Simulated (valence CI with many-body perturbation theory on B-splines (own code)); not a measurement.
## Hyperfine factors and g values of Ag XLIII

Computed by valence CI with perturbative core correlation (CI+MBPT): three valence electrons over a frozen Dirac-Fock core [He], radial functions for each j: 11 s, 11 p, 9 d, 7 f, 5 g, 2 h, 1 i, with the one-electron correlation potential Σ1, the two-electron term Σ2, the three-electron term Σ3, Breit, model QED; selected CI, second order for the rest (own B-spline code, finite nucleus).

The last digits are not significant, and no measured levels were compared; by estimate large intervals hold to a few tenths of a per cent, small ones and those within an open d or f shell to about a per cent.

A/g_I is the dipole constant over the nuclear g factor μ/I (μ in nuclear magnetons, uniformly magnetised nucleus), B/Q the quadrupole constant per barn. Both hold the static response of the core; the bare values leave it out. Large factors of s and p1/2 electrons are usually good to 5 to 10 %; those of open d and f shells near neutrality can be off by tens of per cent, and small factors of p3/2, d and f electrons come from cancelling terms and can be off by a factor of two or in sign, in half-filled shells by more. B is blank for J = 1/2, where it vanishes, and for nearly pure S terms. Energies count from the lowest level.

Levels are named by their leading jj configuration (3d3/2^4 stands for four electrons in 3d with j = 3/2), which in mixed levels can hold well under half, so a name can repeat and another be missing. Letters in brackets count levels of one name in rising energy.

| Level | E (eV) | g | A/g_I (MHz) | A/g_I bare | B/Q (MHz/b) | B/Q bare |
| --- | --- | --- | --- | --- | --- | --- |
| (2s^2 2p1/2) J=1/2 | 0.0 | 0.647 | 1220000 | 1220000 |  |  |
| (2s 2p1/2^2) J=1/2 | 132.2 | 2.273 | 3550000 | 3500000 |  |  |
| (2s^2 2p3/2) J=3/2 | 195.1 | 1.320 | 199000 | 205000 | 375000 | 376000 |
| (2s 2p1/2 2p3/2) J=3/2 [a] | 288.3 | 1.673 | 971000 | 967000 | 298000 | 298000 |
| (2s 2p1/2 2p3/2) J=5/2 | 315.3 | 1.381 | 1110000 | 1100000 | 183000 | 183000 |
| (2s 2p1/2 2p3/2) J=3/2 [b] | 358.4 | 0.948 | 2200 | 12600 | 273000 | 274000 |
| (2s 2p1/2 2p3/2) J=1/2 | 361.2 | 1.175 | -1030000 | -1000000 |  |  |
| (2s 2p3/2^2) J=5/2 | 501.9 | 1.390 | 936000 | 930000 | 191000 | 192000 |
| (2p1/2^2 2p3/2) J=3/2 | 503.5 | 1.394 | 168000 | 181000 | 328000 | 329000 |
| (2s 2p3/2^2) J=1/2 | 564.3 | 1.844 | 3760000 | 3700000 |  |  |
| (2s 2p3/2^2) J=3/2 | 565.5 | 1.205 | -500000 | -478000 | -123000 | -123000 |
| (2p1/2 2p3/2^2) J=3/2 | 672.9 | 1.423 | -13300 | 1790 | 70600 | 70700 |
| (2p1/2 2p3/2^2) J=5/2 | 690.3 | 1.185 | 394000 | 400000 | -1770 | -1770 |
| (2p1/2 2p3/2^2) J=1/2 | 723.2 | 0.647 | 1230000 | 1210000 |  |  |
| (2p3/2^3) J=3/2 | 897.1 | 1.277 | 196000 | 205000 | -397000 | -398000 |
| (2s^2 3s) J=1/2 | 3801.5 | 1.995 | 1110000 | 1100000 |  |  |
| (2s^2 3p1/2) J=1/2 | 3848.5 | 0.670 | 354000 | 351000 |  |  |
| (2s 2p1/2 3s) J=1/2 [a] | 3893.4 | 2.418 | 2170000 | 2140000 |  |  |
| (2s^2 3p3/2) J=3/2 | 3898.8 | 1.427 | 897000 | 887000 | 45500 | 45600 |
| (2s 2p1/2 3s) J=3/2 | 3916.9 | 1.494 | 1170000 | 1160000 | -29400 | -29500 |
| (2s 2p1/2 3s) J=1/2 [b] | 3925.3 | 0.746 | 1840000 | 1820000 |  |  |
| (2s 2p1/2 3p1/2) J=1/2 [a] | 3933.3 | 0.253 | -244000 | -236000 |  |  |
| (2s^2 3d3/2) J=3/2 | 3941.6 | 0.868 | 454000 | 448000 | 5950 | 6110 |
| (2s 2p1/2 3p1/2) J=3/2 | 3951.8 | 1.079 | 1340000 | 1320000 | -71600 | -71700 |
| (2s^2 3d5/2) J=5/2 | 3960.4 | 1.196 | 22600 | 22500 | 29500 | 29900 |
| (2s 2p1/2 3p1/2) J=1/2 [b] | 3971.7 | 2.053 | 3740000 | 3690000 |  |  |
| (2s 2p1/2 3p3/2) J=3/2 [a] | 3998.3 | 1.414 | 217000 | 216000 | 101000 | 101000 |
| (2s 2p1/2 3p3/2) J=1/2 | 4011.7 | 1.278 | -1300000 | -1280000 |  |  |
| (2s 2p1/2 3p3/2) J=5/2 | 4015.3 | 1.352 | 1010000 | 995000 | 17700 | 17700 |
| (2s 2p1/2 3p3/2) J=3/2 [b] | 4018.6 | 1.243 | 552000 | 547000 | 88800 | 89000 |
| (2s 2p1/2 3d3/2) J=3/2 [a] | 4026.1 | 0.544 | -343000 | -337000 | 29700 | 29900 |
| (2s 2p1/2 3d3/2) J=5/2 | 4041.4 | 1.055 | 753000 | 744000 | -35100 | -35000 |
| (2s 2p1/2 3d5/2) J=5/2 [a] | 4051.8 | 1.353 | 483000 | 476000 | 18900 | 19200 |
| (2s 2p1/2 3d3/2) J=1/2 | 4053.8 | 0.389 | -1490000 | -1470000 |  |  |
| (2s 2p1/2 3d3/2) J=3/2 [b] | 4054.8 | 1.264 | 796000 | 784000 | 54400 | 54600 |
| (2s 2p1/2 3d5/2) J=7/2 | 4065.8 | 1.252 | 713000 | 704000 | -71500 | -71300 |
| (2p1/2^2 3s) J=1/2 | 4071.7 | 2.004 | 830000 | 821000 |  |  |
| (2s 2p1/2 3d5/2) J=3/2 | 4075.9 | 1.032 | -695000 | -686000 | 4550 | 4750 |
| (2s 2p1/2 3d5/2) J=5/2 [b] | 4075.9 | 1.045 | 117000 | 117000 | 94900 | 95300 |
| (2s 2p3/2 3s) J=5/2 | 4088.9 | 1.571 | 1080000 | 1070000 | 366000 | 367000 |

Task: Take the isotope of mass number 107, with I = 1/2, μ = -0.11352 μN. What is the hyperfine structure of (2s^2 2p3/2) J=3/2?

Result: From the table A = -45100 MHz. Shifts from the centre of gravity in MHz: F = 1: 56400, F = 2: -33800.
